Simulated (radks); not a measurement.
The numbers below are computed, except where a source is named.
Spherical jellium clusters: N electrons in a uniform positive sphere of charge N and radius rs N^(1/3), rs = 4.42 bohr. Level of theory: non-relativistic Kohn-Sham, LDA (Slater exchange, Perdew-Wang correlation), spin-polarised, spherical densities (a radial shooting solver with Libxc functionals). Levels are named by radial order and angular momentum (1s, 1p, 1d, 2s, ...), and open shells are averaged over m.

N = 10, configuration 1s2 1p6 1d(up 2, down 0). This is the lowest configuration that the search found. Occupied and some empty levels:

level    occupation  eigenvalue (eV)  <r> (bohr)
1s up             1          -4.2966       6.254
1s down           1          -4.1302       6.111
1p up             3          -3.3957       7.422
1p down           3          -3.1866       7.389
1d up             2          -2.2657       8.427
1d down           0          -2.0477       8.481
2s up             0          -1.7518       7.808
2s down           0          -1.6437       7.931
1f up             0          -1.0142       9.587
1f down           0         -0.81549       9.777
2p up             0         -0.69394       10.84
2p down           0         -0.59961       11.16

Energy (eV): total -17.6046, kinetic 14.683, external -337.10, Hartree 166.19, exchange-correlation -32.830, background 171.45.

Electron density:

r (bohr)  n(r) (e/bohr^3)
0.697            0.001614
1.86             0.001983
3.02             0.002562
4.19             0.003129
5.35             0.003400
6.52             0.003139
7.68             0.002354
8.85             0.001385
10.0            0.0006446
11.2            0.0002560
12.3           0.00009140
13.5           0.00003104
14.7           0.00001009
